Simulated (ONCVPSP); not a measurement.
**lutetium (Lu): ONCV pseudisation with revPBE, fully relativistic reference atom.**

The input file (ONCVPSP 4.0.1):

```
# ATOM AND REFERENCE CONFIGURATION
# atsym  z   nc   nv     iexc    psfile
  Lu 71.00    9    5  -102130      upf
#
#   n    l    f
    1    0    2.00
    2    0    2.00
    2    1    6.00
    3    0    2.00
    3    1    6.00
    3    2   10.00
    4    0    2.00
    4    1    6.00
    4    2   10.00
    4    3   14.00
    5    0    2.00
    5    1    6.00
    5    2    2.00
    6    0    1.00
#
# PSEUDOPOTENTIAL AND OPTIMIZATION
# lmax
    3
#
#   l,   rc,      ep,       ncon, nbas, qcut
    0    1.70    0.00    4    7    6.30
    1    0.55    0.00    4    8   15.70
    2    2.90    0.00    4    9    5.60
    3    0.70    0.00    3    8   24.40
#
# LOCAL POTENTIAL
# lloc, lpopt,  rc(5),   dvloc0
    4    3    0.35   -1.00
#
# VANDERBILT-KLEINMAN-BYLANDER PROJECTORs
# l, nproj, debl
    0    2    2.40
    1    2    2.30
    2    2    1.20
    3    1    1.00
#
# MODEL CORE CHARGE
# icmod, fcfact, rcfact
    3    3.25    1.20
#
# LOG DERIVATIVE ANALYSIS
# epsh1, epsh2, depsh
   -4.00    5.00    0.02
#
# OUTPUT GRID
# rlmax, drl
    6.00    0.01
#
# TEST CONFIGURATIONS
# ncnf
    4
# nvcnf
#   n    l    f
    5
    4    3   14.00
    5    0    2.00
    5    1    6.00
    5    2    1.00
    6    0    2.00
#
    5
    4    3   14.00
    5    0    2.00
    5    1    6.00
    5    2    1.00
    6    0    1.00
#
    5
    4    3   14.00
    5    0    2.00
    5    1    6.00
    5    2    1.00
    6    0    0.00
#
    6
    4    3   14.00
    5    0    2.00
    5    1    6.00
    5    2    1.00
    6    0    0.00
    6    1    1.00
#
```

Command:

```bash
oncvpspr.x < Lu.dat > Lu.out
```

Output (shortened: citation, most of the input echo, consistency checks and plot data are left out):

```
[... start of the log left out ...]
    Residual kinetic energy error=  9.52D-06 Ha

    Energy error per electron        Cutoff
         Ha          eV             Ha
         0.01000     0.27211      214.38
         0.00100     0.02721      244.07
         0.00010     0.00272      268.96
         0.00001     0.00027      296.94

Construct Vanderbilt / Kleinmman-Bylander projectors

B matrix Hermiticity error, ll=  0  kap= -1
   1   2    2.0233D-04

  Orthonormal projector coefficients  4.2532E+01  2.7829E+00

B matrix Hermiticity error, ll=  1  kap= -2
   1   2    2.7345D-04

  Orthonormal projector coefficients  5.8470E+02  6.1808E+01

B matrix Hermiticity error, ll=  1  kap=  1
   1   2    3.3172D-04

  Orthonormal projector coefficients  1.1157E+03  6.3621E+01

B matrix Hermiticity error, ll=  2  kap= -3
   1   2   -5.4214D-05

  Orthonormal projector coefficients  7.3747E+00 -2.0532E+00

B matrix Hermiticity error, ll=  2  kap=  2
   1   2   -5.8339D-05

  Orthonormal projector coefficients  8.6099E+00 -1.4007E+00
oncvpsp_r: lschvkbb convergence ERROR, n= 2  l= 1
```

The run stopped because the bound-state solver with the separable projectors failed.

The run took about 3.7 s on one core of a shared server CPU.
